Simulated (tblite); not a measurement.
C4H7F2OSi (doublet state).
SMILES with atom numbers: `[F:1][CH2:2][C:3]1[CH2:4][O:5][SiH2:6][C@H:7]1[F:8]` (hydrogens: H9, H10 on C2; H11, H12 on C4; H13, H14 on Si6; H15 on C7)

A start from a force field or distance geometry was refined with GFN2-xTB geometry optimisation, gas phase (tblite). Values at the start:

| coordinate | start |
| --- | --- |
| F1–C2 | 1.364 Å |
| C2–C3 | 1.458 Å |
| C2–H9 | 1.107 Å |
| C2–H10 | 1.094 Å |
| C3–C4 | 1.506 Å |
| C3–C7 | 1.500 Å |
| C4–O5 | 1.438 Å |
| C4–H11 | 1.106 Å |
| C4–H12 | 1.083 Å |
| O5–Si6 | 1.676 Å |
| Si6–C7 | 1.877 Å |
| Si6–H13 | 1.482 Å |
| Si6–H14 | 1.481 Å |
| C7–F8 | 1.366 Å |
| C7–H15 | 1.098 Å |
| F1–C2–C3 | 110.9° |
| C3–C4–O5 | 111.3° |
| C3–C7–Si6 | 102.0° |
| C3–C7–F8 | 109.9° |
| C4–C3–C7 | 115.8° |
| C4–O5–Si6 | 112.3° |
| O5–Si6–C7 | 98.0° |
| Si6–C7–F8 | 110.9° |
| C2–C3–C4–O5 | 172° |
| C2–C3–C7–Si6 | -167° |
| C3–C4–O5–Si6 | -9° |
| O5–Si6–C7–F8 | -120° |

Task: How do these coordinates change at the GFN2-xTB level?

Result: 
```json
{"coordinate": "Si6–C7", "GFN2-xTB (Å or °)": "1.950", "change": "+0.073"}
{"coordinate": "O5–Si6", "GFN2-xTB (Å or °)": "1.628", "change": "-0.048"}
{"coordinate": "Si6–H13", "GFN2-xTB (Å or °)": "1.453", "change": "-0.029"}
{"coordinate": "C3–C7", "GFN2-xTB (Å or °)": "1.471", "change": "-0.029"}
{"coordinate": "Si6–H14", "GFN2-xTB (Å or °)": "1.456", "change": "-0.025"}
{"coordinate": "C2–C3", "GFN2-xTB (Å or °)": "1.482", "change": "+0.024"}
{"coordinate": "C7–F8", "GFN2-xTB (Å or °)": "1.388", "change": "+0.022"}
{"coordinate": "C4–O5", "GFN2-xTB (Å or °)": "1.419", "change": "-0.019"}
{"coordinate": "C3–C4", "GFN2-xTB (Å or °)": "1.488", "change": "-0.018"}
{"coordinate": "C4–H12", "GFN2-xTB (Å or °)": "1.100", "change": "+0.017"}
{"coordinate": "F1–C2", "GFN2-xTB (Å or °)": "1.376", "change": "+0.012"}
{"coordinate": "C4–H11", "GFN2-xTB (Å or °)": "1.097", "change": "-0.009"}
{"coordinate": "C2–H9", "GFN2-xTB (Å or °)": "1.104", "change": "-0.003"}
{"coordinate": "C2–H10", "GFN2-xTB (Å or °)": "1.097", "change": "+0.003"}
{"coordinate": "C7–H15", "GFN2-xTB (Å or °)": "1.100", "change": "+0.002"}
{"coordinate": "Si6–C7–F8", "GFN2-xTB (Å or °)": "116.0", "change": "+5.1"}
{"coordinate": "O5–Si6–C7", "GFN2-xTB (Å or °)": "93.1", "change": "-4.9"}
{"coordinate": "C4–O5–Si6", "GFN2-xTB (Å or °)": "116.6", "change": "+4.3"}
{"coordinate": "C3–C7–F8", "GFN2-xTB (Å or °)": "111.8", "change": "+1.9"}
{"coordinate": "C4–C3–C7", "GFN2-xTB (Å or °)": "113.9", "change": "-1.9"}
{"coordinate": "C3–C4–O5", "GFN2-xTB (Å or °)": "110.2", "change": "-1.1"}
{"coordinate": "C3–C7–Si6", "GFN2-xTB (Å or °)": "101.3", "change": "-0.7"}
{"coordinate": "F1–C2–C3", "GFN2-xTB (Å or °)": "111.2", "change": "+0.3"}
{"coordinate": "C2–C3–C4–O5", "GFN2-xTB (Å or °)": "140", "change": "-32"}
{"coordinate": "C2–C3–C7–Si6", "GFN2-xTB (Å or °)": "-136", "change": "+31"}
{"coordinate": "O5–Si6–C7–F8", "GFN2-xTB (Å or °)": "-139", "change": "-19"}
{"coordinate": "C3–C4–O5–Si6", "GFN2-xTB (Å or °)": "2", "change": "+11"}
```

The energy falls by 0.202 eV over 102 L-BFGS steps, the largest force on an atom goes from 2.05 to 0.009 eV/Å, and the atoms move by 0.443 Å rms after alignment. The bond that changes most is Si6–C7 (ends: silicon bonded to C, O and 2 H; carbon bonded to C, F, Si and H), which lengthens by 0.073 Å. Bonds longer at the end by more than 0.005 Å: 5 of 15; shorter: 7. Among the dihedrals that turn most is C2–C3–C7–F8, from -49° to -12°. Rotational constants go from 2723, 1269, 920.3 to 2597, 1307, 920.0 MHz.

Its GFN2-xTB frequencies are all real (lowest 23 cm⁻¹).

One conformer stands for the species.

The numbers are calculated, not measured.
